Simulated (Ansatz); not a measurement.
H4S4Si, SMILES `S[Si](S)(S)S`, relaxed with RKS PBE0-D4/def2-TZVP in Ansatz from a PBE-D4/def2-SVP geometry. The force threshold is 0.005 eV/Å; the program also tests the step.

Charge 0, multiplicity 1.

Start:

```xyz
9

S     1.928   -0.369    0.892
Si    0.002   -0.001    0.000
S    -0.086    2.126   -0.323
S    -1.438   -0.865    1.348
S    -0.395   -0.896   -1.918
H     1.645   -1.673    1.184
H     0.391    2.427    0.920
H    -2.483   -0.703    0.485
H     0.437   -0.045   -2.588
```

(1) By how much does the energy fall, and how many steps does the optimiser take? (Best estimate.)

(2) Which bonds change most? (Best estimate.)

(3) Give the relaxed structure. (Estimate.)

Answers

(1) Ansatz gave: 0.05 eV, in 6 steps.

(2) Ansatz gave: S1–Si2 from 2.154 to 2.126 Å; Si2–S4 from 2.153 to 2.126 Å; Si2–S3 from 2.153 to 2.126 Å; Si2–S5 from 2.153 to 2.126 Å.

(3) The calculation gave: 
```xyz
9

S     1.913   -0.379    0.847
Si    0.000    0.000    0.000
S    -0.123    2.101   -0.299
S    -1.429   -0.821    1.344
S    -0.362   -0.901   -1.891
H     1.688   -1.697    1.002
H     0.217    2.397    0.969
H    -2.479   -0.531    0.553
H     0.574   -0.170   -2.525
```
